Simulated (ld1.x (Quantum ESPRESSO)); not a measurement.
**Configuration tests for cobalt (PAW)**

ld1.x (Quantum ESPRESSO) 7.5 input, shortened:

```
&input
   title='Co', zed=27., rel=1, dft='PBE', iswitch=3,
   config='[Ar] 3d7 4s2 4p0 4f-2'
 /
 &inputp
   pseudotype=3, lpaw=.true., tm=.true., lloc=-2, rcloc=1.05,
   nlcc=.true., rcore=0.75,
   which_augfun='BESSEL', rmatch_augfun=0.95
 /
7
3S  1  0   2.00   0.00  1.15  1.30  0.0
4S  2  0   2.00   0.00  1.15  1.30  0.0
3P  2  1   6.00   0.00  1.15  1.25  0.0
4P  3  1   0.00   0.00  1.15  1.25  0.0
3D  3  2   7.00   0.00  1.10  1.35  0.0
3D  3  2   0.00   1.95  1.10  1.35  0.0
4F  4  3  -2.00   0.15  1.00  1.35  0.0
 &test
   configts(1)='3s2 3p6 3d7 4s2 4p0'
 /
```

Energies are relative to the spin-unpolarised reference configuration 3s2 3p6 3d7 4s2 4p0; without spin polarisation the order of configurations can differ from experiment.

| valence configuration | charge | ΔE all-electron (eV) | error AE − PS (meV) |
| --- | --- | --- | --- |
| 3s2 3p6 3d7 4s1 4p0 | +1 | 9.030 | -0.9 |
| 3s2 3p6 3d7 4s0 4p0 | +2 | 25.816 | -2.5 |
| 3s2 3p6 3d6 4s0 4p0 | +3 | 61.686 | -1.0 |
| 3s2 3p6 3d5 4s0 4p0 | +4 | 117.038 | +2.8 |
| 3s2 3p6 3d7 4s0 4p2 | 0 | 8.979 | -0.6 |
| 3s1 3p6 3d7 4s2 4p0 | +1 | 110.503 | -21 |

Q: What are ΔE and the potential's error for 3s2 3p6 3d8 4s1 4p0?

A: ΔE = -1.203 eV all-electron; the error (AE − PS) is -0.9 meV.
